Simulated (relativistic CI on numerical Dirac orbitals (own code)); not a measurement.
## Re³⁺: L2,3 absorption edge

Computed with this model: Dirac-Coulomb-Breit CI, KLI orbitals optimised for each configuration, a model potential for QED, valence Slater integrals scaled by 0.8, multiplet model of core-to-valence dipole absorption; configurations [Xe] 4f14 5d4 → [He] 2s2 2p5 3s2 3p6 3d10 4s2 4p6 4d10 4f14 5s2 5p6 5d5; 80 K; Lorentzian 5 eV and Gaussian 1 eV FWHM. Energies are those of the free ion, without screening or charge transfer. The branching ratio is the share of the lower-energy edge in the whole absorption, uncertain by about 0.02 where the edges overlap. S is read from ⟨S²⟩ = S(S + 1).

Field parameters in Wybourne normalisation: Oh B⁴₀ = 21Dq, B⁴₄ = √(5/14) B⁴₀. The field is a parameter set, without covalency.

Case free ion, the dichroism is that of the ground state at zero temperature, magnetised by exchange field 10 meV on Sz. The dichroism I(Δm = −1) − I(Δm = +1), over the sum of the three polarisations, integrates to 0.0078 on the lower edge and 0.0013 on the upper edge. The branching ratio is 0.918.

Q: Use the orbital sum rule with 6 holes to get ⟨Lz⟩.

A: For a p → d edge ⟨Lz⟩ = 2 × n_h × (sum of both integrals) in this sign convention = 0.11; the ground state itself has ⟨Lz⟩ = 0.11 and ⟨Sz⟩ = -0.11. The rule assumes one radial integral for both edges, which relativistic orbitals only approach.
